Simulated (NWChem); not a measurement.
System: CdBrF; SMILES [Br][Cd][F]

Here is an NWChem input.

```
start job
memory heap 200 mb stack 900 mb global 1100 mb
geometry units angstroms
  Cd     0.439710    -0.459445     0.000000
  F      1.120501    -2.263237     0.000000
  Br    -0.405068     1.777735     0.000000
end
basis spherical
  Cd library def2-svp
  F library def2-svp
  Br library def2-svp
end
ecp
  Cd library def2-ecp
end
dft
  xc slater vwn_5
  iterations 150
end
driver
  maxiter 120
end
task dft optimize
dft
  grid fine
  convergence energy 1d-8 density 1d-7
end
task dft freq numerical
```

NWChem printed, in part:

```
             Northwest Computational Chemistry Package (NWChem) 7.3.0
             --------------------------------------------------------

 ORDER OF PRIMARY AXIS IS BEING SET TO 4
 C4V symmetry detected

 AUTOZ failed to generate good internal coordinates.
 Cartesian coordinates will be used in optimizations.

                             Geometry "geometry" -> ""
                             -------------------------

 Output coordinates in angstroms (scale by  1.889725989 to convert to a.u.)

  No.       Tag          Charge          X              Y              Z
 ---- ---------------- ---------- -------------- -------------- --------------
    1 Cd                  48.0000     0.00000000     0.00000000    -0.72115061
    2 F                    9.0000     0.00000000     0.00000000    -2.64913969
    3 Br                  35.0000     0.00000000     0.00000000     1.67021390

 Effective nuclear repulsion energy (a.u.)     528.9248409013

      Symmetry information
      --------------------

 Group name             C4v
 Group number             18
 Group order               8
 No. of unique centers     3

                           NWChem Geometry Optimization
                           ----------------------------

 maximum gradient threshold         (gmax) =   0.000450
 rms gradient threshold             (grms) =   0.000300
 maximum cartesian step threshold   (xmax) =   0.001800
 rms cartesian step threshold       (xrms) =   0.001200
 fixed trust radius                (trust) =   0.300000
 source of zmatrix                         =

          -------------------
          Energy Minimization
          -------------------

 Using diagonal initial Hessian

          --------
          Step   0

                                 NWChem DFT Module
                                 -----------------

 Summary of "ao basis" -> "ao basis" (spherical)
 ------------------------------------------------------------------------------
       Tag                 Description            Shells   Functions and Types
 ---------------- ------------------------------  ------  ---------------------
 Cd                         def2-svp                11       31   5s3p2d1f
 F                          def2-svp                 6       14   3s2p1d
 Br                         def2-svp                12       32   5s4p3d

      Symmetry analysis of basis
      --------------------------

        a1         29
        a2          0
        b1          7
        b2          7
        e          34

[...]

      ----------------------
      Optimization converged
      ----------------------

  Step       Energy      Delta E   Gmax     Grms     Xrms     Xmax
  ---- ---------------- -------- -------- -------- -------- --------
@    4   -2836.93476628  1.1D-09  0.00000  0.00000  0.00003  0.00006
                                     ok       ok       ok       ok

                         Geometry "geometry" -> "geometry"
                         ---------------------------------

 Output coordinates in angstroms (scale by  1.889725989 to convert to a.u.)

  No.       Tag          Charge          X              Y              Z
 ---- ---------------- ---------- -------------- -------------- --------------
    1 Cd                  48.0000     0.00000000     0.00000000    -0.71602184
    2 F                    9.0000     0.00000000     0.00000000    -2.62077957
    3 Br                  35.0000     0.00000000     0.00000000     1.63672500

 Effective nuclear repulsion energy (a.u.)     537.0336660241

      Symmetry information
      --------------------

 Group name             C4v
 Group number             18
 Group order               8
 No. of unique centers     3

[...]

 Rotational Constants
 --------------------
 A=   0.000000 cm-1  (  0.000000 K)
 B=   0.041834 cm-1  (  0.060188 K)
 C=   0.041834 cm-1  (  0.060188 K)

 Temperature                      =   298.15K
 frequency scaling parameter      =   1.0000

 Linear Molecule

 Zero-Point correction to Energy  =    1.624 kcal/mol  (  0.002588 au)
 Thermal correction to Energy     =    4.374 kcal/mol  (  0.006970 au)
 Thermal correction to Enthalpy   =    4.966 kcal/mol  (  0.007914 au)

 Total Entropy                    =   69.330 cal/mol-K
   - Translational                =   41.951 cal/mol-K (mol. weight = 212.8185)
   - Rotational                   =   18.886 cal/mol-K (symmetry #  =        1)
   - Vibrational                  =    8.494 cal/mol-K

 Cv (constant volume heat capacity) =   11.509 cal/mol-K
   - Translational                  =    2.979 cal/mol-K
   - Rotational                     =    1.986 cal/mol-K
   - Vibrational                    =    6.543 cal/mol-K

[normal modes left out]

 ----------------------------------------------------------------------------
 Normal Eigenvalue ||           Projected Infra Red Intensities
  Mode   [cm**-1]  || [atomic units] [(debye/angs)**2] [(KM/mol)] [arbitrary]
 ------ ---------- || -------------- ----------------- ---------- -----------
    1        0.000 ||    0.000030           0.001         0.029       0.034
    2        0.000 ||    0.000030           0.001         0.029       0.034
    3        0.000 ||    0.000021           0.000         0.020       0.024
    4        0.000 ||    0.000021           0.000         0.020       0.024
    5        0.000 ||    0.000000           0.000         0.000       0.000
    6      109.590 ||    0.010898           0.251        10.624      12.326
    7      109.590 ||    0.010898           0.251        10.624      12.326
    8      275.228 ||    0.004910           0.113         4.787       5.553
    9      642.233 ||    0.052769           1.217        51.442      59.680
 ----------------------------------------------------------------------------
```

Level: LDA (Slater exchange, VWN5)/def2-SVP with def2 effective core potentials on Cd. This build's default masses of Se (78.918 u) and Br (79.917 u) are each other's, which moves their modes by up to 0.6 %. def2 effective core potentials on Cd; no spin-orbit coupling.
